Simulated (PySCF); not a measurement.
H4SeSiTe, SMILES [SiH3][Te][SeH].

Geometry optimised at PBE-D3(BJ)/def2-SVP. The structure was generated by enumeration, and PubChem lists no compound with its InChIKey, so it may never have been made. The def2 effective core potentials stand for the cores of Te; spin–orbit coupling is left out. Other conformers were not sampled.

Level of theory: PBE/def2-TZVPD run with PySCF.

Computed frontier levels, gap, dipole moment and polarisability:
- highest occupied level: -5.65 eV
- lowest empty level: -3.06 eV
- orbital gap: 2.60 eV
- dipole moment: 0.76 D
- quadrupole, principal values (traceless, Buckingham form, about the centre of nuclear charge): -2.03, -1.16, 3.19 D·Å
- mean static polarisability: 108.6 bohr³ (16.09 Å³)
- polarisability, principal values: 85.1, 106.5, 134.1 bohr³
